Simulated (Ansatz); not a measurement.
`C=CC[SiH](F)F` + `C=CO[SiH2]F` → `F[SiH2]O[SiH](F)F` + `C=CCC=C`  (formal exchange of groups at the Si–C bond)

Calculated with Ansatz (gas phase, PBE0-D4/def2-TZVP geometries, no zero-point term in ΔE). CCSD(T)/CBS adds triple-zeta CCSD(T) − MP2 to the extrapolated MP2 energy (def2 sets, frozen cores). Each species was taken in one conformer, which may not be the lowest.

| species | SCS-MP2/def2-TZVPP energy (Eh) |
| --- | --- |
| `C=CC[SiH](F)F` | -606.28646 |
| `C=CO[SiH2]F` | -543.00685 |
| `F[SiH2]O[SiH](F)F` | -954.50928 |
| `C=CCC=C` | -194.85005 |

Q: Work out ΔE.

A: ΔE = (-954.50928) + (-194.85005) − (-606.28646) − (-543.00685) = -0.06602 Eh = -173.3 kJ/mol. CCSD(T)/CBS gives -170.0 kJ/mol.

Largest T1 diagnostic among the species: 0.012.

In def2-TZVPP, CCSD(T) changes the Hartree–Fock value by +16.7 kJ/mol (the triples alone add +3.5 kJ/mol) and MP2 by +12.0 kJ/mol. From PBE to PBE0 (25 % exact exchange), in def2-TZVPP and without D4, ΔE moves by −11.2 kJ/mol.
